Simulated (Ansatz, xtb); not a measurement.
# A geometry optimisation of FH4Si3 with r2SCAN-D4/def2-SVP

The starting geometry of this gas-phase doublet has its atoms placed at random.

```yaml
atoms:
  - { symbol: F, position_ang: [1.2406, -0.2208, 0.8704] }
  - { symbol: Si, position_ang: [-0.7880, -1.4607, -0.6074] }
  - { symbol: Si, position_ang: [1.0634, -1.9103, 0.8618] }
  - { symbol: Si, position_ang: [-1.0102, 0.1347, 0.6318] }
  - { symbol: H, position_ang: [0.1213, 0.4720, 1.6423] }
  - { symbol: H, position_ang: [-0.4388, 0.4614, -1.2504] }
  - { symbol: H, position_ang: [0.1514, 1.4317, 0.4379] }
  - { symbol: H, position_ang: [0.5350, -1.3925, -1.7203] }
```

Task: One run relaxed it with r2SCAN-D4/def2-SVP. What is a likely outcome?

Result: It ends as a structure with H8 bridging Si3 and Si2, given below by its coordinates. Distances that change by over a tenth: Si2–Si3 (2.41 → 2.75 Å), Si2–Si4 (2.03 → 2.38 Å), Si4–H7 (1.75 → 1.49 Å). Contacts that close: Si2–H6 (2.06 → 1.52 Å), Si3–Si4 (2.92 → 2.34 Å), Si3–H8 (2.69 → 1.68 Å).

The energy falls by 7.46 eV over 24 steps:

```tsv
step	E − E(last) (eV)
1	7.460
4	2.647
6	1.911
9	0.947
11	0.453
14	0.075
16	0.014
19	0.006
21	0.000
24	0.000
```

Final geometry (Å):

```json
{"atom": "F", "x (Å)": "2.3917", "y (Å)": "-0.5381", "z (Å)": "-0.4039"}
{"atom": "Si", "x (Å)": "-1.0366", "y (Å)": "-0.9196", "z (Å)": "-0.9832"}
{"atom": "Si", "x (Å)": "1.2275", "y (Å)": "-1.1570", "z (Å)": "0.5651"}
{"atom": "Si", "x (Å)": "-0.5154", "y (Å)": "0.3580", "z (Å)": "0.9586"}
{"atom": "H", "x (Å)": "-1.2657", "y (Å)": "0.0882", "z (Å)": "2.2165"}
{"atom": "H", "x (Å)": "-0.0220", "y (Å)": "-0.1512", "z (Å)": "-1.8206"}
{"atom": "H", "x (Å)": "-0.1239", "y (Å)": "1.7923", "z (Å)": "0.8465"}
{"atom": "H", "x (Å)": "0.2190", "y (Å)": "-1.9569", "z (Å)": "-0.5131"}
```

From the same start GFN2-xTB ends elsewhere, at `F[Si][SiH2][SiH2]`.

From so rough a start the end depends on the optimiser's path, so another program may land elsewhere. No frequencies were run, so the end isn't proven a minimum. Open shells are spin-unrestricted. Run with Ansatz 0.2.0, 2.5 min on 2 threads of Intel(R) Xeon(R) Platinum 8259CL CPU @ 2.50GHz (Skylake/Cascade Lake) (shared host).
